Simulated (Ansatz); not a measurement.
Consider the isomerisation: `N[SiH2]N1C[SiH2]1` → `N=C([SiH3])[SiH2]N`.

Isolated molecules relaxed with PBE0-D4/def2-TZVP in Ansatz; ΔE leaves out vibrations. CCSD(T)/CBS adds triple-zeta CCSD(T) − MP2 to the extrapolated MP2 energy (def2 sets, frozen cores). DFT in def2-TZVPP. Each species was taken in one conformer, which may not be the lowest.

`N[SiH2]N1C[SiH2]1`:

Z-matrix (Å, degrees):
```
Si
N 1 1.711
N 1 1.711 2 116.1
H 1 1.490 2 110.7 3 118.2
H 1 1.485 2 104.3 3 -121.5
Si 2 1.698 1 153.5 3 155.2
C 2 1.491 1 130.9 3 -69.5
H 3 1.006 1 120.8 2 94.2
H 3 1.006 1 122.4 2 -59.0
H 6 1.481 2 119.6 1 38.9
H 6 1.481 2 118.5 1 -105.0
H 7 1.089 2 115.2 1 86.2
H 7 1.091 2 115.9 1 -49.0
```

`N=C([SiH3])[SiH2]N`:

Z-matrix (Å, degrees):
```
Si
C 1 1.900
H 1 1.487 2 110.6
H 1 1.487 2 110.6 3 -119.8
H 1 1.489 2 107.5 3 120.0
Si 2 1.904 1 121.8 3 60.4
N 2 1.280 1 122.3 3 -119.6
N 6 1.713 2 115.8 1 -179.6
H 6 1.488 2 106.7 1 -58.1
H 6 1.488 2 106.6 1 58.9
H 7 1.026 2 112.1 1 0.0
H 8 1.009 6 117.4 2 66.8
H 8 1.009 6 117.4 2 -66.5
```

```json
{"level": "r2SCAN", "ΔE (kJ/mol)": "89.0"}
{"level": "PBE0", "ΔE (kJ/mol)": "89.7"}
```

(1) What does CCSD(T)/CBS give? (Best estimate.)

Largest T1 diagnostic among the species: 0.013.

Answers

(1) The calculation gave: +83.9 kJ/mol. The listed levels differ from it by 5.1, 5.8 kJ/mol.

From PBE to PBE0 (25 % exact exchange), in def2-TZVPP and without D4, ΔE moves by +12.1 kJ/mol. In def2-TZVPP, CCSD(T) changes the Hartree–Fock value by +3.1 kJ/mol (the triples alone add −3.0 kJ/mol) and MP2 by +22.0 kJ/mol.

CCSD(T)/CBS has its own doubt, a few kJ/mol and more with outer-core shells, so smaller differences from it don't rank the levels.
